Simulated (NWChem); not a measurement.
Species: GeSiH6S; SMILES [GeH3][S][SiH3]

All runs: NWChem. Pople sets run with spherical d functions. STO-3G and 3-21G are far too small for this property and stand as cheap habits. The geometry was optimised at PBE-D3(BJ)/def2-SVP. B3LYP is NWChem's, with the RPA form of VWN correlation. Field at 589 nm.

| level | isotropic polarisability (bohr³) | anisotropy (bohr³) |
|---|---|---|
| B3LYP/STO-3G | 34.3 | 22.1 |
| B3LYP/6-31G* | 68.9 | 29.8 |
| B3LYP/def2-SVP | [?] | 30.5 |
| B3LYP/def2-SVPD | 87.6 | 30.1 |
| B3LYP/aug-cc-pVDZ | 88.4 | 30.4 |

Question: Complete the blanks.

Answer: 
- B3LYP/def2-SVP, isotropic polarisability (bohr³): 72.7
